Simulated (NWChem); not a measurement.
Molecule: SnH₃O₂F; SMILES [OH][SnH]([OH])[F]

```xyz
7

Sn    -0.0008    -0.0349    -0.2520
O     -0.2011    -1.8480     0.5448
O      1.6438     0.8441     0.4663
F     -1.4198     1.1258     0.4460
H     -0.1085    -0.1796    -1.9549
H      0.0294    -1.8146     1.4944
H      1.3586     1.6406     0.9589
```
Atoms are numbered in this order, from 1.

Results from NWChem. Medium grid unless said otherwise, to which SCAN and Minnesota functionals are sensitive. Geometry: optimised at PBE-D3(BJ)/def2-SVP. def2 effective core potentials on Sn; no spin-orbit coupling. B3LYP is NWChem's, with the RPA form of VWN correlation.

Order these by “dipole (D)”, lowest first: PW91/def2-SVP; M06-2X/def2-SVP; Hartree-Fock/def2-SVP.

PW91/def2-SVP (0.77), M06-2X/def2-SVP (0.86), Hartree-Fock/def2-SVP (0.98)
